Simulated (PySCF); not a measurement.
CH₆O₃Si₂, SMILES O=CO[SiH2][SiH2]O. Coordinates come from a PBE-D3(BJ)/def2-SVP optimisation. This is a generated structure with no PubChem entry under its InChIKey; it may be hypothetical. Other conformers were not sampled.

Computed equilibrium geometry at PBE-D3(BJ)/def2-SVP (PySCF confirms it by a frequency run) as bond lengths and angles (one conformer of several):
Atoms: O1 C2 O3 Si4 Si5 O6 H7 H8 H9 H10 H11 H12. Bonds (Å): O1–C2 1.222, C2–O3 1.327, C2–H7 1.119, O3–Si4 1.770, Si4–Si5 2.364, Si4–H8 1.501, Si4–H9 1.505, Si5–O6 1.674, Si5–H10 1.510, Si5–H11 1.502, O6–H12 0.985. Angles (°): O1–C2–O3 125.9, O1–C2–H7 122.8, O3–C2–H7 111.3, C2–O3–Si4 120.3, O3–Si4–Si5 111.7, O3–Si4–H8 101.2, O3–Si4–H9 105.4, Si5–Si4–H8 116.3, Si5–Si4–H9 112.0, H8–Si4–H9 109.2, Si4–Si5–O6 108.8, Si4–Si5–H10 107.8, Si4–Si5–H11 108.5, O6–Si5–H10 114.7, O6–Si5–H11 108.3, H10–Si5–H11 108.5, Si5–O6–H12 108.6.
